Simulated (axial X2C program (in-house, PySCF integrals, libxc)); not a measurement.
# TaS⁻: bond constants with and without spin–orbit coupling

All values were computed with an axial X2C code built on PySCF integrals. Spin-free means the one-electron spin-free X2C Hamiltonian; two-component (2c) means X2C with spin–orbit coupling and atomic mean-field two-electron Coulomb and Gaunt terms, so the difference of the two also holds small scalar two-electron terms. Basis: Ta dyall-acv3z [14s15p10d7f4g], S dyall-av3z [9s8p3d2f] (cores contracted in-house); Gaussian nuclei, density fitting, unrestricted open shells. Masses: Ta 180.948 u, S 31.972 u.

Input file and command:
```json
{"zs": [73, 16], "q": -1, "bas": ["dyall-acv3z", "dyall-av3z"], "levels": ["PBE0", "HF", "TPSSh"], "cc": true, "r0": 2.2, "thr": -1.0, "nmax": 90, "npts": 10, "nst": 2, "ntry": 6}
```
```bash
python so2c.py task.json out
```

Keys: zs atomic numbers; q charge; bas basis sets; levels methods; cc coupled cluster on or off; r0 starting distance in Å; thr threshold in hartree for freezing inner shells (an s shell follows its p shell); nmax most natural virtual spinors; npts points on the curve; nst determinants followed; ntry starts of the search. HF also brings MP2.

State, spin-free: M_S = 1, Λ = 0 (beyond evenly filled blocks: δ+α, δ-α); electrons by block: σα: 18, σβ: 18, π+α: 9, π+β: 9, π-α: 9, π-β: 9, δ+α: 4, δ+β: 3, δ-α: 4, δ-β: 3, φ+α: 1, φ+β: 1, φ-α: 1, φ-β: 1. Fragments: Ta + S-.

State, 2c: Ω = 1 (⟨Sz⟩ = 0.99, ⟨Lz⟩ = 0.01 at TPSSh); electrons by block: 1/2: 27, -1/2: 27, 3/2: 12, -3/2: 13, 5/2: 5, -5/2: 4, 7/2: 1, -7/2: 1. Fragments: Ta + S-.

```csv
Hamiltonian,level,Re (Å),ωe (cm⁻¹),ωexe (cm⁻¹),Be (cm⁻¹),αe (cm⁻¹),De (eV),D0 (eV),k (mdyn/Å),μ (D)
spin-free,PBE0,2.179,487.8,1.21,0.1307,0.000437,5.09,5.06,3.81,-1.60
spin-free,HF,2.232,465.6,1.08,0.1245,0.000403,3.37,3.34,3.47,-2.05
spin-free,CCSD,2.208,480.1,1.15,0.1272,0.000416,4.56,4.53,3.69,n/a
spin-free,CCSD(T),2.211,476.7,1.17,0.1269,0.000423,4.76,4.73,3.64,n/a
spin-free,TPSSh,2.184,480.6,1.23,0.1301,0.000446,5.21,5.18,3.7,-1.28
2c,TPSSh,2.183,479.9,1.23,0.1301,0.000448,n/a,n/a,3.69,-1.28
```

Correlated methods: 12 electrons correlated (number of frozen shells: Ta 5 s, 4 p, 2 d, 1 f; S 2 s, 1 p), 332 virtual spin orbitals or spinors in MP2, 90 natural virtuals in coupled cluster.

Dipoles are positive if S is the positive end and refer to the centre of mass.

The state is a single determinant with fixed occupations, the lowest that a limited PBE0 search found. De is counted from the lowest determinant-based energies of the atoms at the same level, without counterpoise correction. De is not given where an atomic determinant may have missed its ground term or J level, or where the truncated virtual space spoils (T). Density functionals use the spin component along the axis (collinear). Coupled cluster ran in a truncated set of natural virtual spinors; the MP2 energy of the rest was added. (T) has no such correction and the atoms are truncated less, which lowers De at CCSD(T) by a hundredth of an eV or more. PBE0 can misorder states that lie within some tenths of an eV, so this need not be the ground state of the molecule. The nearest other spin-free determinant of the search, M_S = 0, Λ = 4, lies 0.89 eV up at the distance of the search. Without a current term, density functionals place determinants with orbital angular momentum somewhat too high. With several unpaired electrons one determinant need not be a pure state. The outer-core s and p shells of the metal are frozen in the correlated rows, which leaves out core–valence correlation; for alkali and alkaline-earth bonds that tends to lengthen them. Open-shell Ω = 0 determinants with evenly filled partner blocks cannot be reached by this program, so the Ω shown need not be the lowest component. The highest occupied level of some functionals is positive through self-interaction error; at Hartree–Fock it is bound. The determinant is spin-polarised beyond a pure state at some levels (its spin-free form has ⟨S²⟩ too high), which makes Re and μ there less reliable. The T1 diagnostic is large, a sign of multireference character. With the outer-core shells frozen, correlated bond lengths of heavy atoms tend to come out a few hundredths of an ångström too long. Hartree–Fock gets electron affinities wrong, so its lowest charge split need not be the true one.

No reliable constants came from CCSD (2c), CCSD(T) (2c), HF (2c), MP2 (2c), MP2 (spin-free), PBE0 (2c): no minimum in range, unconverged points, a curve that is not smooth, a change of character along it, or the two Hamiltonians disagreeing along it.

Rough cost a point (2c) on 1 thread(s) of a shared host, integrals apart: TPSSh 4 s.

The whole task took 7.7 min on 1 thread of Arm Neoverse V1 (shared host).
